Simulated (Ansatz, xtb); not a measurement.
## C2H7F3GeSi: 3 structures ranked

3 gas-phase structures of C2H7F3GeSi, from a drawn sample of its isomers (lower ones may exist). Each was relaxed with GFN2-xTB; where two conformers were screened, the lower at r2SCAN-D4/def2-SVP is listed:

A. `F[CH](F)[Ge@H]([F])[CH2][SiH3]`, a singlet
B. `FC(F)(F)[CH2][GeH2][SiH3]`, a singlet
C. `C[SiH2][CH2][Ge]([F])([F])[F]`, a singlet

Q: Make a reasoned guess at their ranking by r2SCAN-D4/def2-SVP single-point energy.

A: Calculated order at r2SCAN-D4/def2-SVP: C (0.000), A (3.172), B (3.336) eV.

Energies above the lowest of each column, in eV; the last columns are at B3LYP/def2-SVP geometries:

```csv
structure,GFN2-xTB,HF/STO-3G,r2SCAN-D4/def2-SVP,B3LYP/def2-SVP,CCSD(T)/def2-SVP + ΔMP2/def2-TZVPP
C,0.000,0.000,0.000,0.000,0.000
A,2.559,1.492,3.172,3.052,3.447
B,2.912,0.881,3.336,3.283,3.956
```

Every level run on C puts it lowest or level with the lowest. Flexible structures stand in one conformer each, not always the lowest. The ΔMP2 step shifts differences by up to 0.469 eV, which makes them less sure. ΔMP2 is the change of the MP2 energy from the smaller to the larger basis.

Programs: Ansatz 0.2.0, xtb 6.7.1.
